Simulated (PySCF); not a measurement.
SMILES S/C=C\c1cccs1 (C₆H₆S₂), singlet, GFN2-xTB optimised geometry.

```
14

S     -3.22    -0.74     0.28
C     -1.91    -1.86     0.07
C     -0.58    -1.66    -0.02
C      0.22    -0.47     0.00
C      1.59    -0.47     0.00
C      2.16     0.81     0.00
C      1.23     1.80    -0.01
S     -0.37     1.17    -0.01
H     -2.51     0.37     0.48
H     -2.29    -2.86     0.01
H      0.02    -2.56    -0.13
H      2.17    -1.38     0.00
H      3.22     1.00     0.00
H      1.37     2.86    -0.01
```

Density from PBE0/def2-TZVP in PySCF 2.14.0 at that geometry.

Minimum of the electron density along straight lines between bonded atoms, close to the bond critical point (lines longer than 1.1 times the sum of covalent radii, or with two minima, are not listed):

```tsv
bond	length / Å	ρ at the minimum / e bohr⁻³	∇²ρ there / e bohr⁻⁵	position (fraction from the first atom)
S1–C2	1.742	0.206	-0.42	0.52
C2–C3	1.340	0.342	-1.02	0.51
C3–C4	1.433	0.291	-0.83	0.49
C4–C5	1.374	0.326	-0.95	0.52
C5–C6	1.406	0.308	?	0.50
C6–C7	1.357	0.334	-0.99	0.49
C4–S8	1.746	0.207	-0.40	0.48
C7–S8	1.718	0.217	?	0.48
S1–H9	1.329	0.225	?	0.65
C2–H10	1.079	0.289	-1.03	0.65
C3–H11	1.084	0.284	-0.99	0.65
C5–H12	1.076	0.288	-1.04	0.65
C6–H13	1.075	0.289	-1.04	0.65
C7–H14	1.072	0.291	-1.06	0.65
```

### Question
What belongs in the gaps?

### Answer

- C5–C6, ∇²ρ there / e bohr⁻⁵: -0.89
- C7–S8, ∇²ρ there / e bohr⁻⁵: -0.45
- S1–H9, ∇²ρ there / e bohr⁻⁵: -0.68
